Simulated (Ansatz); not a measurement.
Steps of a relaxation of C2H5NSi (`C1=C[SiH2]N1`) with RKS PBE0-D4/def2-TZVP.

```sh
$ ansatz run in.yaml --threads 2 --pin off --events-out ev --progress --plain --max-ram 4352MiB
```

```yaml
crystal:
  periodic: [false, false, false]
  atoms:
    - {symbol: C, position_ang: [-0.528103, 0.898171, -0.359069]}
    - {symbol: C, position_ang: [0.781015, 0.919127, 0.055087]}
    - {symbol: Si, position_ang: [0.605462, -0.915684, 0.284728]}
    - {symbol: N, position_ang: [-0.977781, -0.438655, -0.457349]}
    - {symbol: H, position_ang: [-1.193501, 1.741157, -0.635389]}
    - {symbol: H, position_ang: [1.473302, 1.764974, 0.101587]}
    - {symbol: H, position_ang: [1.405663, -1.908493, -0.514221]}
    - {symbol: H, position_ang: [0.459664, -1.443262, 1.687014]}
    - {symbol: H, position_ang: [-1.937321, -0.663535, -0.179687]}
basis:
  gaussian: {orbitals: def2-TZVP}
hamiltonian: {xc: pbe0, dispersion: d4}
relax: {f_tol: 0.005, max_steps: 150}
```

Positions (Å) and forces (eV/Å) along the path, 7 of 7 steps:

```xyz
9
step=1 energy=-11516.1609 eV
C    -0.528    0.898   -0.359    0.488    0.152    0.154
C     0.781    0.919    0.055   -0.654   -0.079   -0.252
Si    0.605   -0.916    0.285   -0.468    0.313   -0.156
N    -0.978   -0.439   -0.457    0.158    0.007    0.383
H    -1.194    1.741   -0.635    0.384   -0.472    0.160
H     1.473    1.765    0.102   -0.431   -0.456   -0.025
H     1.406   -1.908   -0.514   -0.180    0.230    0.159
H     0.460   -1.443    1.687    0.042    0.119   -0.303
H    -1.937   -0.664   -0.180    0.660    0.186   -0.120
9
step=2 energy=-11516.2094 eV
C    -0.522    0.894   -0.359    0.206    0.034    0.068
C     0.772    0.911    0.051   -0.154   -0.077   -0.052
Si    0.598   -0.912    0.284   -0.346    0.267   -0.177
N    -0.968   -0.438   -0.458    0.162   -0.107    0.181
H    -1.178    1.728   -0.629    0.105   -0.137    0.037
H     1.452    1.750    0.105   -0.116   -0.104    0.000
H     1.390   -1.892   -0.511   -0.035    0.052    0.042
H     0.457   -1.430    1.674    0.015    0.030   -0.070
H    -1.914   -0.656   -0.173    0.164    0.040   -0.029
9
step=3 energy=-11516.2175 eV
C    -0.516    0.889   -0.362    0.021    0.042    0.043
C     0.771    0.907    0.051    0.049   -0.033    0.000
Si    0.590   -0.906    0.277   -0.097    0.058   -0.024
N    -0.964   -0.441   -0.454    0.047   -0.080   -0.001
H    -1.167    1.718   -0.635   -0.021    0.013   -0.011
H     1.443    1.745    0.115   -0.004    0.018   -0.012
H     1.382   -1.882   -0.513    0.010   -0.005   -0.008
H     0.455   -1.421    1.665    0.006   -0.011    0.017
H    -1.905   -0.655   -0.161   -0.011   -0.002   -0.005
9
step=4 energy=-11516.2176 eV
C    -0.516    0.890   -0.355    0.033    0.045   -0.063
C     0.773    0.907    0.048    0.016   -0.017    0.037
Si    0.586   -0.904    0.279    0.016   -0.008   -0.032
N    -0.962   -0.442   -0.457   -0.029   -0.030    0.035
H    -1.169    1.719   -0.627   -0.016    0.003    0.006
H     1.446    1.745    0.107   -0.010    0.015    0.008
H     1.381   -1.880   -0.511    0.006   -0.010    0.001
H     0.453   -1.421    1.667   -0.002    0.004    0.005
H    -1.903   -0.659   -0.169   -0.014   -0.001    0.002
9
step=5 energy=-11516.2179 eV
C    -0.515    0.890   -0.359    0.013    0.033    0.000
C     0.773    0.907    0.050    0.009   -0.015    0.004
Si    0.586   -0.905    0.277    0.001   -0.005   -0.002
N    -0.963   -0.443   -0.455   -0.011   -0.018    0.004
H    -1.168    1.719   -0.631   -0.005   -0.005   -0.002
H     1.444    1.746    0.111   -0.008    0.008   -0.002
H     1.381   -1.881   -0.512    0.001   -0.001    0.000
H     0.454   -1.421    1.666    0.001    0.000    0.001
H    -1.904   -0.658   -0.164   -0.001    0.003   -0.004
9
step=6 energy=-11516.2179 eV
C    -0.515    0.890   -0.359    0.007    0.018    0.003
C     0.773    0.907    0.050    0.005   -0.012    0.001
Si    0.586   -0.905    0.277   -0.001   -0.003    0.000
N    -0.963   -0.443   -0.455   -0.003   -0.007    0.002
H    -1.168    1.719   -0.631   -0.003   -0.004   -0.001
H     1.444    1.746    0.112   -0.005    0.005   -0.002
H     1.381   -1.881   -0.512    0.000    0.001    0.000
H     0.455   -1.421    1.666    0.001    0.000    0.000
H    -1.905   -0.657   -0.165    0.000    0.002   -0.003
9
step=7 energy=-11516.2180 eV
C    -0.515    0.890   -0.359   -0.001   -0.002    0.001
C     0.773    0.906    0.050    0.002   -0.003    0.000
Si    0.586   -0.905    0.277    0.000    0.000    0.001
N    -0.963   -0.443   -0.454    0.002    0.003    0.002
H    -1.168    1.718   -0.632    0.000   -0.001    0.000
H     1.443    1.747    0.112   -0.001    0.001   -0.001
H     1.381   -1.882   -0.513   -0.001    0.001    0.000
H     0.456   -1.421    1.666    0.000    0.000   -0.001
H    -1.905   -0.657   -0.165    0.000    0.000   -0.001
```

It took 43 s on 2 threads of an Arm Neoverse N1 on a shared host, with 0.33 GiB of host memory at the peak.
